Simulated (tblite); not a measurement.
C₆H₁₂FGaO.
Bonds: C1–C2 (double), C2–C3, C2–C4, C4–C5, C4–C6, C4–O7, O7–Ga8, Ga8–F9. Hydrogens: H10, H11 on C1; H12, H13, H14 on C3; H15, H16, H17 on C5; H18, H19, H20 on C6; H21 on Ga8.

Computed with GFN2-xTB (tblite), gas phase: L-BFGS steps from a force-field or distance-geometry start until the largest atomic force falls under 0.01 eV/Å.

Step 1: E = -789.3249 eV
```
atom  x, y, z in Å  |  force x, y, z in eV/Å
C1     -2.0350   -0.5838    1.0744   -0.397  -0.360   0.342
C2     -1.2846    0.2080    0.3376    0.102   0.661  -0.124
C3     -1.9681    1.3736   -0.3118   -0.318   0.278   0.060
C4      0.2038   -0.0001    0.1308    0.076  -0.422   0.093
C5      0.6014   -1.2354    0.9295    0.096  -0.384   0.257
C6      0.5131   -0.3323   -1.3310    0.125  -0.147  -0.122
O7      0.9933    1.0872    0.5293    0.876  -0.356  -0.254
Ga8     2.8652    0.7249    0.2427   -0.323   0.278   0.893
F9      4.0001   -0.7037    0.8090   -0.733   0.945  -0.476
H10    -3.0825   -0.3238    1.1373    0.034  -0.348   0.217
H11    -1.6932   -1.4574    1.6108   -0.319   0.227  -0.143
H12    -2.2860    1.1034   -1.3328    0.341   0.346   0.297
H13    -2.8793    1.5751    0.2708    0.227   0.097  -0.346
H14    -1.3578    2.2836   -0.2816   -0.041  -0.387  -0.299
H15     1.6984   -1.3516    0.9218   -0.349  -0.203  -0.220
H16     0.0687   -2.0759    0.4819    0.426  -0.231   0.241
H17     0.3007   -1.1322    1.9704    0.131   0.066   0.021
H18     0.2167    0.4682   -2.0124    0.017  -0.188   0.105
H19     1.6218   -0.4361   -1.3448   -0.181  -0.032  -0.318
H20     0.0883   -1.3012   -1.6103   -0.103   0.335  -0.155
H21     3.4060    2.1264   -0.0675    0.312  -0.176  -0.067
```

Step 2: E = -789.4597 eV
```
atom  x, y, z in Å  |  force x, y, z in eV/Å
C1     -2.0491   -0.5886    1.0808    0.809   0.508  -0.515
C2     -1.2912    0.2248    0.3384   -0.018  -0.360   0.527
C3     -1.9831    1.3877   -0.3083    0.602  -0.363  -0.214
C4      0.2139   -0.0174    0.1333   -0.389   0.162  -0.004
C5      0.6006   -1.2498    0.9401    0.182   0.096  -0.122
C6      0.5144   -0.3382   -1.3393    0.227   0.089   0.402
O7      1.0216    1.0798    0.5223    0.462  -0.648  -0.232
Ga8     2.8549    0.7324    0.2701   -0.166   0.452   0.709
F9      3.9779   -0.6749    0.7945   -0.630   0.789  -0.387
H10    -3.0767   -0.3355    1.1435   -0.647  -0.156   0.247
H11    -1.7022   -1.4523    1.6077   -0.167  -0.054   0.016
H12    -2.2750    1.1139   -1.3228    0.150   0.235  -0.059
H13    -2.8674    1.5763    0.2575   -0.635   0.326   0.202
H14    -1.3603    2.2691   -0.2910    0.188   0.141  -0.221
H15     1.6876   -1.3572    0.9147   -0.031  -0.273  -0.138
H16     0.0833   -2.0804    0.4900    0.142  -0.564   0.112
H17     0.3057   -1.1303    1.9680    0.013   0.044   0.385
H18     0.2180    0.4610   -2.0080   -0.070   0.035  -0.032
H19     1.6162   -0.4368   -1.3538   -0.016  -0.084  -0.348
H20     0.0865   -1.2880   -1.6138   -0.282  -0.156  -0.294
H21     3.4154    2.1214   -0.0697    0.278  -0.220  -0.033
```

**Question.** Estimate the geometry and energy of step 3. (The exact step hangs on the optimiser's Hessian estimate; all steps are aligned on step 2, rigid shifts and turns removed.)

**Answer.** E = -789.5738 eV, largest force 0.931 eV/Å
```
atom  x, y, z in Å  |  force x, y, z in eV/Å
C1     -2.0457   -0.5808    1.0748    0.019  -0.184   0.182
C2     -1.2997    0.2292    0.3499    0.869   0.176  -0.190
C3     -1.9852    1.3935   -0.3089    0.707  -0.606   0.017
C4      0.2171   -0.0287    0.1350   -0.477   0.335  -0.009
C5      0.6019   -1.2595    0.9467    0.037   0.278  -0.232
C6      0.5183   -0.3414   -1.3399    0.006   0.112   0.463
O7      1.0507    1.0642    0.5134    0.017  -0.624  -0.119
Ga8     2.8444    0.7454    0.3024    0.006   0.586   0.498
F9      3.9508   -0.6402    0.7771   -0.477   0.582  -0.279
H10    -3.0824   -0.3471    1.1522   -0.487  -0.104   0.175
H11    -1.7113   -1.4502    1.6061   -0.090   0.003  -0.037
H12    -2.2642    1.1255   -1.3164    0.023   0.067  -0.382
H13    -2.8683    1.5823    0.2504   -0.756   0.382   0.285
H14    -1.3591    2.2603   -0.3018    0.374   0.455  -0.135
H15     1.6793   -1.3658    0.9070    0.256  -0.291  -0.081
H16     0.0969   -2.0928    0.4981   -0.010  -0.651   0.079
H17     0.3099   -1.1281    1.9721   -0.003   0.005   0.434
H18     0.2180    0.4559   -2.0050   -0.094   0.141  -0.055
H19     1.6118   -0.4387   -1.3662    0.152  -0.122  -0.313
H20     0.0808   -1.2802   -1.6212   -0.311  -0.318  -0.305
H21     3.4271    2.1140   -0.0718    0.238  -0.222   0.004
```

The energy changes by -0.1141 eV. The first-order estimate −F·Δx gives -0.1568 eV and the mean of the old and new forces, exact on a quadratic surface, -0.1135 eV. The step makes an angle of 49° with the force vector and moves no atom by more than 0.047 Å.

The cost below is that of the whole relaxation. The run took 1.4 s on one thread of an Arm Neoverse N1, shared host with 64 logical CPUs at a one-minute load of 59.
